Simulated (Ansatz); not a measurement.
System: CH6ClSi2, charge 0, multiplicity 2. It need not be the lowest isomer of its formula. 
Geometry from a B3LYP-D3(BJ)/def2-TZVP (Ansatz, an electronic-structure program) optimisation:
```
Si
H 1 1.4899
C 1 1.8835 2 111.58
H 3 1.0904 1 110.37 2 178.10
H 3 1.0910 4 108.50 1 -121.80
H 3 1.0934 4 108.28 5 -117.07
Si 1 2.3315 2 111.60 3 127.47
H 7 1.4796 1 111.90 2 62.91
H 7 1.4839 8 108.45 1 127.72
Cl 7 2.0831 8 108.03 9 114.85
```
Charge 0, spin multiplicity 2.

Total electronic energies in hartree. Cores are frozen in the correlated levels unless marked. Open shells are spin-unrestricted. No spin-orbit coupling. No relativistic terms. CBS marks a two-point X^-3 extrapolation of the correlation energy; Hartree-Fock from the larger set.

```
level                                                program  energy (Eh)
--------------------------------------------  --------------  -----------
HF/cc-pV(D+d)Z                                        Ansatz  -1078.76296
HF/aug-cc-pV(Q+d)Z                                    Ansatz  -1078.82948
RI-HF/aug-cc-pV(Q+d)Z                                 Ansatz  -1078.82938
B3LYP-D3(BJ)/def2-TZVPD                       Ansatz + dftd3          ___
PBE0/STO-3G                                           Ansatz  -1068.30169
PBE0-D4/def2-TZVPD                            Ansatz + dftd4  -1080.51967
BHLYP-D3(BJ)/def2-TZVPD                       Ansatz + dftd3  -1080.94544
BHLYP/def2-TZVPD                                      Ansatz  -1080.93045
CAM-B3LYP-D3(BJ)/def2-TZVPD                   Ansatz + dftd3  -1080.96231
LC-wPBE/def2-TZVPD                                    Ansatz  -1080.62618
MP2/STO-3G                                            Ansatz  -1066.84244
SCS-MP2/6-31G                                         Ansatz  -1078.80546
CCSD/6-31G                                            Ansatz  -1078.84323
CCSD(T)/STO-3G                                        Ansatz  -1066.89068
CCSD(T)/CBS(aug-cc-pV(T+d)Z,aug-cc-pV(Q+d)Z)          Ansatz   -1079.5886
```

**Question.** Some entries are withheld; supply them.

**Answer.** 
- B3LYP-D3(BJ)/def2-TZVPD, energy (Eh): -1081.03593
